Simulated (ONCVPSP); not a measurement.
## Cutoff test, W (Z = 74), ONCV

W, optimised norm-conserving Vanderbilt (ONCV), made with ONCVPSP 4.0.1 (PBE, scalar-relativistic). Core [Kr] 4d10 4f14, reference 5s2 5p6 5d4 6s1.75 (charge +0.25). Waves: 5s+6s: rc 1.60 bohr, ncon 4, nbas 8, qcut 6 1/bohr, 2 projectors; 5p: rc 1.35 bohr, ncon 4, nbas 7, qcut 6.9 1/bohr, 2 projectors, debl 3 Ha; 5d: rc 2.00 bohr, ncon 5, nbas 9, qcut 6.1 1/bohr, 2 projectors, debl 0.4 Ha. Local part: polynomial inside 1.25 bohr (lpopt 5, dvloc0 3 Ha). Core correction: none.

**Question.** For each optimised wave give the share of its norm inside rc, the residual kinetic energy above qcut (Ha) and the cutoffs (Ha) for errors of 10, 1, 0.1 and 0.01 mHa per electron.

**Answer.**

```
         wave  norm inside rc  residual KE  10 mHa  1 mHa  0.1 mHa  0.01 mHa
           5s           0.923      4.9e-04    12.6   16.8     57.1      73.7
           6s           0.052      2.9e-04    10.1   15.8     26.4      73.5
           5p           0.642      2.4e-03    18.6   39.0     77.1      95.4
p projector 2           0.052      1.1e-03    13.1   24.0     46.3      80.3
           5d           0.568      2.1e-05    10.7   14.1     16.8      21.0
d projector 2           0.092      5.9e-06     8.4   12.3     15.5      18.0
```

The occupied waves need 39 Ha and 77 Ha for 1 and 0.1 mHa.
